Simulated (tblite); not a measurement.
disulfane (H2S2), singlet, at a GFN2-xTB geometry; GFN1-xTB in tblite 0.6.0.

The tblite input:
```
$ tblite run mol.xyz --method gfn1 --charge 0 --spin 0 --guess eeq --json tblite.json --no-restart

# file mol.xyz
4

S     -0.89880885     0.02604772     0.48959929
S      0.89707958     0.07839641    -0.48718121
H     -1.52188329    -0.85435140    -0.30564322
H      1.54955162    -0.81675470     0.26695388
```

Output, abridged:

```
xTB calculator
 | screened Coulomb repulsion
 | Coulomb electrostatics
 |  * isotropic Klopman-Ohno-Mataga-Nishimoto electrostatics
 |  * onsite third-order electrostatics
 | DFT-D3(BJ) dispersion correction

halogen bonding energy    0.0000000000000E+00 Eh
repulsion energy          2.5212019640519E-02 Eh
dispersion energy        -9.6333308391394E-04 Eh
number of electrons       1.4000000000000E+01 e
integral cutoff           1.9731147476801E+01 bohr

------------------------------------------------------------
  cycle        total energy    energy error   density error
------------------------------------------------------------
      1     -8.462315602656  -8.4865643E+00   6.1473966E-02
      2     -8.462542533553  -2.2693090E-04   3.9325797E-02
      3     -8.462546103063  -3.5695102E-06   4.9778422E-03
      4     -8.462555694347  -9.5912841E-06   3.1693497E-05
      5     -8.462555694361  -1.3876900E-11   1.8663178E-05
------------------------------------------------------------

electronic energy        -8.4868043809179E+00 Eh
total energy             -8.4625556943613E+00 Eh

Post processing:
 | Mayer-Wiberg bond orders

[Info] JSON dump of results written to 'tblite.json'
```
